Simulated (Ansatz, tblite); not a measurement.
[MO2F2] with several metals: vertical IE (eV) at several levels, gas phase, relaxed structures; Ansatz, xTB through tblite. Core potentials for Nb, Ta in the def2 sets, no spin–orbit coupling. Raw xTB energies of ions are shifted by several eV. The structures are stationary points that may keep the symmetry of their start. Remarks come from the PBE and PBE0 runs and from stability tests at other levels; not every state was tested.

```
            species               state          geometry  GFN1-xTB  GFN2-xTB  r2SCAN-D4/def2-TZVPD  PBE0-D4/def2-TZVPD                                                                               remarks
[NbO2F2]- (NbO2F2⁻)  singlet to doublet  PBE-D4/def2-SVPD     10.29     11.05                  4.90                5.04                                                                                     –
[TaO2F2]- (TaO2F2⁻)  singlet to doublet  PBE-D4/def2-SVPD     10.06      9.93                  4.73                4.87                                                                                     –
  [VO2F2]- (VO2F2⁻)  singlet to doublet  PBE-D4/def2-SVPD     12.73     11.07                  5.14                5.27  restricted SCF unstable in HF, spin-contaminated (⟨S²⟩ up to 0.85) (neutral doublet)
```

Q: Estimate the column for PBE-D4/def2-TZVPD.

A: [NbO2F2]- (NbO2F2⁻) 4.89; [TaO2F2]- (TaO2F2⁻) 4.71; [VO2F2]- (VO2F2⁻) 5.10.

Over the 3 species that have every level, the mean is 11.03 at GFN1-xTB, 10.68 at GFN2-xTB, 4.90 at PBE-D4/def2-TZVPD, 4.92 at r2SCAN-D4/def2-TZVPD, 5.06 at PBE0-D4/def2-TZVPD.
